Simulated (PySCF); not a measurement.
A GIAO shielding run with PySCF 2.14.0 with density-fitted response routines (density fitting, non-relativistic, gas phase) on SMILES CCO[Si@](C)(O)S, C$_{3}$H$_{10}$O$_{2}$SSi:

```
$ OMP_NUM_THREADS=1 python probes_run.py task.json out

{"job": {"kind": "nmr", "xc": "PBE0", "basis": "pcSseg-1"}, "charge": 0, "multiplicity": 1}
C     -2.224722    -1.199775    -1.138291
C     -0.821609    -1.122292    -0.561210
O     -0.612568     0.158444    -0.013225
Si     0.655093     0.661640     0.848593
C      2.251382     0.814785    -0.173601
O      0.874988    -0.351109     2.104860
S      0.023748     2.586273     1.575648
H     -2.957752    -1.006343    -0.359594
H     -2.397540    -2.188211    -1.555128
H     -2.345929    -0.456432    -1.921983
H     -0.074385    -1.298972    -1.343388
H     -0.682223    -1.872531     0.222951
H      3.029608     1.339280     0.372430
H      2.081959     1.359815    -1.097337
H      2.638921    -0.165785    -0.436238
H      1.366339    -0.088987     2.878225
H     -0.812309     2.842229     0.587378
```

Hardware: 1 thread of an Arm Neoverse N1, shared host. The job also computes population analyses, field gradients.

Task: How large is the calculation?

Result: 74 electrons, 183 basis functions and 997 auxiliary functions.

Task: How long does it take, and how much memory does it need?

Result: 49 s of wall time, with 13 SCF cycles and 4 response iterations; peak memory 0.88 GiB. Times on a shared host scatter by some tens of per cent.
